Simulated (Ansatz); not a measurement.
`C[Si](C)(C)[CH2][AlH2]`, 19 atoms. Total charge 0; spin multiplicity 1. All runs use 4 threads of an Arm Neoverse V2 on a shared host. Correlated methods freeze the cores.

Task: Give the basis size and wall time and peak host memory of each of these runs in Ansatz. direct RPA on PBE orbitals/def2-TZVPP energy; RKS LC-ωPBE/def2-TZVPP energy; RKS HSE06 (plane-wave form)-D4/def2-TZVPP energy; RKS ωB97M-V/def2-QZVPP energy; RKS PBE0-D4/def2-TZVP relaxation (4 steps); RKS PBE0-D4/def2-QZVPP energy; RKS PBE0-D4/def2-SVP energy; RKS ωB97M-V/def2-SVP energy; RHF-MP2/def2-TZVPP energy; RKS SPW92 (LDA)/def2-TZVPP energy; RKS BLYP-D4/def2-TZVPP energy; RHF-CCSD(T)/def2-SVP energy. (An estimate is asked.)

Result: Computed: Other jobs shared the machine, so times are rough.

```
                                    level                   job  functions  wall time  peak host memory (GiB)
                     RKS PBE0-D4/def2-SVP                energy        157      2.5 s                    0.92
               RKS SPW92 (LDA)/def2-TZVPP                energy        390      3.2 s                    0.76
                   RKS BLYP-D4/def2-TZVPP                energy        390      5.5 s                    0.77
                   RKS LC-ωPBE/def2-TZVPP                energy        390      6.5 s                     1.2
                     RKS ωB97M-V/def2-SVP                energy        157      9.5 s                    0.92
RKS HSE06 (plane-wave form)-D4/def2-TZVPP                energy        390      9.5 s                     1.6
                       RHF-MP2/def2-TZVPP                energy        390       10 s                     1.6
    direct RPA on PBE orbitals/def2-TZVPP                energy        390       16 s                     1.6
                     RHF-CCSD(T)/def2-SVP                energy        157       27 s                     1.4
                   RKS PBE0-D4/def2-QZVPP                energy        758       29 s                     4.2
                    RKS PBE0-D4/def2-TZVP  relaxation (4 steps)        276       38 s                     1.1
                   RKS ωB97M-V/def2-QZVPP                energy        758       59 s                     5.2
```

LC-ωPBE has ω = 0.4 bohr⁻¹.
